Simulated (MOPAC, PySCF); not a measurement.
H₆BFSi₂, SMILES `FB([SiH3])[SiH3]`, neutral singlet in the gas phase. 

Cartesian coordinates (Å):
```xyz
10

F      0.1765    -1.3630     1.6781
B      0.0675    -0.5242     0.6399
Si    -1.7957    -0.0120    -0.0310
Si     1.7684     0.2090    -0.2281
H     -2.8792    -0.9619     0.3748
H     -2.1126     1.3441     0.5301
H     -1.7830     0.1183    -1.5233
H      1.9982    -0.5758    -1.4873
H      2.9919     0.1075     0.6286
H      1.5609     1.6375    -0.6293
```
Charge 0, spin multiplicity 1.

All levels are single points at this geometry (PBE-D3(BJ)/def2-TZVP); Pople sets use spherical d functions. Orbital energies aren't observables, and empty levels follow the basis.

PBE/6-31G* in PySCF gives gap (eV) = 3.29.

Estimate the gap (eV) from each of these levels: PBE-D3(BJ)/def2-TZVP in PySCF; B3LYP/3-21G in PySCF; B3LYP/6-31G* in PySCF; B3LYP/LANL2DZ in PySCF; BP86/6-31G* in PySCF; M06-2X/6-31G* in PySCF; SVWN5/6-31G* in PySCF; HF/3-21G in PySCF; AM1 in MOPAC; PM3 in MOPAC; PM6 in MOPAC; PM7 in MOPAC.


```json
[
 {"level": "PBE-D3(BJ)/def2-TZVP in PySCF", "gap (eV)": "3.16"},
 {"level": "B3LYP/3-21G in PySCF", "gap (eV)": "5.26"},
 {"level": "B3LYP/6-31G* in PySCF", "gap (eV)": "5.09"},
 {"level": "B3LYP/LANL2DZ in PySCF", "gap (eV)": "5.33"},
 {"level": "BP86/6-31G* in PySCF", "gap (eV)": "3.34"},
 {"level": "M06-2X/6-31G* in PySCF", "gap (eV)": "7.58"},
 {"level": "SVWN5/6-31G* in PySCF", "gap (eV)": "3.19"},
 {"level": "HF/3-21G in PySCF", "gap (eV)": "11.86"},
 {"level": "AM1 in MOPAC", "gap (eV)": "9.17"},
 {"level": "PM3 in MOPAC", "gap (eV)": "9.36"},
 {"level": "PM6 in MOPAC", "gap (eV)": "7.56"},
 {"level": "PM7 in MOPAC", "gap (eV)": "8.96"}
]
```
